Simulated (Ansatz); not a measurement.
The cluster Ag2F2⁻. Total charge -1; doublet. Geometry PBE-D4/def2-TZVPD.

```xyz
4

Ag   -0.874   -1.616    1.052
Ag    0.261    0.493   -0.314
F    -0.371    1.972    0.901
F     0.983   -0.849   -1.639
```

In the def2 sets Ag takes a core potential; there is no spin–orbit coupling. No other spin state of charge -1 was run. Another isomer (doublet) lies 0.14 eV lower at PBE0-D4/def2-TZVPD; other spin states weren't run for this one.

Task: Estimate the α-spin orbital energies around the gap (eV) in Ansatz with PBE-D4/def2-TZVPD, revPBE-D4/def2-TZVPD, r2SCAN-D4/def2-TZVPD, B97M-V/def2-TZVPD, PBE0-D4/def2-TZVPD.

Result: 
```csv
orbital,PBE-D4/def2-TZVPD,revPBE-D4/def2-TZVPD,r2SCAN-D4/def2-TZVPD,B97M-V/def2-TZVPD,PBE0-D4/def2-TZVPD
HOMO−5,-2.81,-2.72,-3.10,-3.19,-4.56
HOMO−4,-2.78,-2.68,-3.09,-3.18,-4.52
HOMO−3,-1.99,-1.88,-2.17,-2.12,-3.35
HOMO−2,-1.72,-1.62,-1.98,-2.11,-3.32
HOMO−1,-1.68,-1.58,-1.94,-2.08,-3.24
HOMO,-0.39,-0.30,-0.65,-0.29,-1.15
LUMO,2.37,2.46,2.59,2.42,3.05
LUMO+1,2.67,2.75,2.85,2.53,3.12
LUMO+2,2.99,3.07,3.25,2.87,3.46
LUMO+3,3.28,3.32,3.67,3.29,3.92
LUMO+4,4.35,4.38,4.76,4.30,4.94
LUMO+5,4.67,4.60,5.27,4.76,5.23
β HOMO,-1.63,-1.54,-1.89,-1.87,-2.90
β LUMO,0.19,0.32,0.44,0.18,1.03
```
